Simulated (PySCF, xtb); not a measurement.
SiH₂Cl₂, SMILES Cl[SiH2]Cl.

GFN2-xTB (xtb) at its own geometry gives an orbital gap of 6.08 eV and a dipole moment of 1.63 D.

Geometry: B3LYP-D3(BJ)/def2-TZVP. The isomer is the one that the SMILES or the coordinates give; other isomers of the formula were not compared.

**Question.** What does PBE/def2-TZVPD run with PySCF give? (Estimate from the structure and the level; the computed values follow.)

**Answer.** gap 6.58 eV (levels -7.79 and -1.21 eV), dipole 1.15 D.
